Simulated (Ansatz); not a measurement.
Reaction (silylene loss): `C[CH2][GeH2][SiH3]` → `C[CH2][GeH3]` + `[SiH2]`

Computed with Ansatz on PBE0-D4/def2-TZVP structures; ΔE is electronic, products minus reactants. CBS: MP2 limit from def2 TZ/QZ plus the TZ coupled-cluster correction, frozen cores. This one scheme is used for every species. Functionals use def2-TZVPP. For Ge outer-core shells are correlated without core-valence functions, which leaves a few kJ/mol of doubt a bond. Scalar relativity is left out up to krypton. One conformer a species, not always the lowest.

```json
{"species": "`C[CH2][GeH2][SiH3]`", "PBE energy (Eh)": "-2448.16322"}
{"species": "`C[CH2][GeH3]`", "PBE energy (Eh)": "-2157.60749"}
{"species": "`[SiH2]`", "PBE energy (Eh)": "-290.45826"}
```

Question: Work out ΔE.

Answer: ΔE = (-2157.60749) + (-290.45826) − (-2448.16322) = 0.09747 Eh = +2.65 eV. CCSD(T)/CBS gives +2.63 eV.

Largest T1 diagnostic among the species: 0.014.

In def2-TZVPP, CCSD(T) changes the Hartree–Fock value by +0.23 eV (the triples alone add +0.06 eV) and MP2 by +0.41 eV. The D4 term adds +0.14 eV with B3LYP and +0.08 eV with PBE0; it sums over pairs of atoms, weighted by their polarisabilities, and B3LYP, whose exchange is more repulsive, gets the larger term.

B3LYP here is the variant with VWN-RPA as its local correlation; programs differ in this.
